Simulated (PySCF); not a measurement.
Spectrum to structure. Level of theory: TDDFT B3LYP/def2-SVPD, vertical, gas phase, core orbitals frozen in the response (PySCF). Geometries: PBE0-D3(BJ)/def2-SVP, one conformer each.

| state | ν̃ (cm⁻¹) | f | main configurations (H = HOMO, L = LUMO) |
| --- | --- | --- | --- |
| S1 | 36210 | 0.0000 | H→L (99%) |
| S2 | 51540 | 0.018 | H→L+1 (99%) |
| S3 | 51790 | 0.0047 | H→L+2 (97%) |
| S4 | 54220 | 0.011 | H→L+3 (97%) |
| S5 | 59320 | 0.0012 | H-1→L (92%) |
| S6 | 60850 | 0.0000 | H-2→L+1 (42%), H-3→L+2 (17%), H-1→L+2 (10%) |

Question: Which structure fits? All have the formula C5H5F2NO2.
A. `CC(=O)COC(F)(F)C#N`
B. `N#C[C@@H]1CO[C@H](F)[C@@H](F)O1`
C. `O1[C@@H]([C@@H](OC[C@H]1C#N)F)F`

Answer: A. Its S1, at 4.49 eV, is the lowest among the candidates; the nearest of the others has S1 at 6.76 eV. S1 is HOMO→LUMO (99%). S1 has the pattern of n→π* at C=O. At the same level the other candidates give, for their lowest levels:
- `N#C[C@@H]1CO[C@@H](F)[C@@H](F)O1`: 7.17 eV (f 0.006); 7.55 eV (f 0.009); 7.64 eV (f 0.002); 7.74 eV (f 0.014); 7.86 eV (f 0.008); HOMO -8.86, LUMO -0.48 eV
- `N#C[C@@H]1CO[C@H](F)[C@@H](F)O1`: 6.76 eV (f 0.009); 7.34 eV (f 0.011); 7.50 eV (f 0.010); 7.72 eV (f 0.000); 7.96 eV (f 0.004); HOMO -8.50, LUMO -0.65 eV

Conformer computed: `[CH3:1][C:2](=[O:3])[CH2:4][O:5][C:6]([F:7])([F:8])[C:9]#[N:10]`: C1–C2–C4–O5 -178°, C2–C4–O5–C6 94°, C4–O5–C6–F7 -51°.
